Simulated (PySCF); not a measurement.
**Ionisation energy of Kr by level of theory**

Kr [Kr] (1S) → Kr⁺ [Ar] 3d10 4s2 4p5 (2P), as a difference of total energies. Calculation: PySCF 2.14, in def2-SVP (5s4p3d, 32 functions); the non-relativistic Hamiltonian (point nucleus). Correlated levels: valence: [Ar] 3d10 frozen. The calculations carry no spin-orbit coupling.

```
           method  ionisation energy (eV)
              UHF                  13.185
             BP86                  14.191
SCS-MP2 (valence)                  13.786
   CCSD (valence)                  13.744
CCSD(T) (valence)                  13.747
```

**Question.** Estimate what MP2 (valence) gives.

**Answer.** 13.863 eV, closest to SCS-MP2 (valence) among the rows shown.

**Question.** Estimate what B3LYP gives.

**Answer.** 14.138 eV, closest to BP86 among the rows shown.

These non-relativistic numbers lack the scalar-relativistic shift.

Errors of the correlated levels include the incompleteness of this basis and the frozen core.

For comparison: 14.222 eV (measured; NIST levels, between the centres of gravity of the two terms).
